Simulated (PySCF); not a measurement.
C3H10OSi2, SMILES C[Si@@H]1[C@@H](OC1)[SiH3].

Geometry: PBE0-D3(BJ)/def2-SVP. The structure was generated by enumeration; whether it is a known compound was not checked.

Two levels are set side by side: TDA-PBE/def2-SVPD (PySCF) and TDA-LC-ωPBE/def2-SVPD (PySCF). Vertical, same geometry. The lowest singlet is HOMO→LUMO 99 % with PBE and HOMO→LUMO+2 46 %, HOMO→LUMO+5 16 %, HOMO→LUMO+3 12 %, HOMO→LUMO 7 % with the other functional; states are paired by order. Differences are taken from unrounded values.

```json
[
 {"quantity": "lowest singlet excitation (eV)", "TDA-LC-ωPBE": "6.69"},
 {"quantity": "lowest triplet excitation (TDA) (eV)", "TDA-LC-ωPBE": "6.16"}
]
```

Task: What does TDA-PBE give, and how far is it from TDA-LC-ωPBE? (An estimate is asked for; the answer gives what the named calculation found.)

Result: 
| quantity | TDA-PBE | TDA-PBE minus TDA-LC-ωPBE |
|---|---|---|
| lowest singlet excitation (eV) | 5.05 | -1.63 |
| lowest triplet excitation (TDA) (eV) | 4.94 | -1.22 |

A lower first singlet is the usual sign of a functional without exact exchange. Differences between two approximate levels are no errors against the true value.

Rough cost on one machine, each run with all the roots and properties that it gave: TDA-LC-ωPBE against TDA-PBE about 4 times.
